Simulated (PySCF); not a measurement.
These are PBE-D3(BJ)/def2-TZVP // B3LYP-D3(BJ)/def2-TZVP (PySCF 2.14.0) values and carry that method's errors. Isolated molecules, 0 K electronic values unless said otherwise. One relaxed conformer stands for a flexible species; it need not be the lowest. Excitations are Tamm–Dancoff values on a coarser integration grid. The basis has no diffuse functions, so Rydberg states are missing or too high.

Reference species (SMILES): `C=C=CN` (neutral, multiplicity 1).

- HOMO = -4.84 eV
- T1 excitation (TDA) = 3.73 eV
- S1–T1 gap (TDA) = 0.36 eV

Changed species: `[H]/N=C\C=C` (C–C–C–N torsion 180°).

Task: Give the shifts of the HOMO, T1 excitation (TDA) and S1–T1 gap (TDA).

Result: the HOMO decreases by 1.33 eV, to -6.17 eV; the T1 excitation (TDA) decreases by 0.32 eV, to 3.41 eV; the S1–T1 gap (TDA) goes up by 0.31 eV, to 0.67 eV.
